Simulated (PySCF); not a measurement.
Each radical below is made from `C1CCCOCC1` by taking away one hydrogen atom. Level: UKS B3LYP (IGLO-III on C O, pcH-1 on H) in PySCF, non-relativistic with spin–orbit coupling as a perturbation, on PBE0-D3(BJ)/def2-SVP geometries; isolated species, one conformer each; SCF stability not tested. Other sites of the parent may be missing.

Question: Order them by electronic energy, lowest first. The order is also that of the X–H bond strengths in the parent, weakest first, since parent and H atom are common to all (zero-point and thermal terms aside).
A. `[CH]1CCCOCC1` [radical], H removed from sp3 C
B. `[CH]1CCCCOC1` [radical], H removed from sp3 C

Answer: B (0.0 kJ/mol), A (8.2 kJ/mol).

Question: What EPR parameters does each have?

Answer: The largest splittings at natural abundance are [CH]1CCCCOC1 3.70 mT (2 × 1H); [CH]1CCCOCC1 3.11 mT (2 × 1H).

```csv
species,ΔE (kJ/mol),g_iso,largest spin population on,Mulliken population,largest couplings (five at most)
[CH]1CCCCOC1,0.0,2.0026,carbon bonded to 2 C and H,1.05,"2 × 1H (on C, β, 2 bonds from the main spin site) 3.70 mT; 1 × 1H (on C, α, 1 bond from the main spin site) 2.28 mT; 2 × 1H (on C, β, 2 bonds from the main spin site) 1.47 mT; 2 × 1H (on C, γ, 3 bonds from the main spin site) 0.09 mT"
[CH]1CCCOCC1,8.2,2.0025,carbon bonded to 2 C and H,1.04,"2 × 1H (on C, β, 2 bonds from the main spin site) 3.11 mT; 2 × 1H (on C, β, 2 bonds from the main spin site) 2.33 mT; 1 × 1H (on C, α, 1 bond from the main spin site) 2.16 mT"
```

In the lowest, [CH]1CCCCOC1, the largest spin population is 1.05; in the highest, [CH]1CCCOCC1, it is 1.04. Couplings are magnitudes for isotopes of over 50 % abundance, averaged over nuclei equivalent by connectivity (but not across a short bond from an atom whose three angles sum to over 350°). Means can hide wide spreads in the frozen geometry: [CH]1CCCOCC1, 2 × 1H from 31 to 143 MHz (mean 87); [CH]1CCCOCC1, 2 × 1H from 9 to 121 MHz (mean 65); [CH]1CCCCOC1, 2 × 1H from 71 to 136 MHz (mean 104); [CH]1CCCCOC1, 2 × 1H from 11 to 71 MHz (mean 41); [CH]1CCCCOC1, 2 × 1H from -3 to 9 MHz (mean 3). A main spin site holds 60 % or more of the largest population.
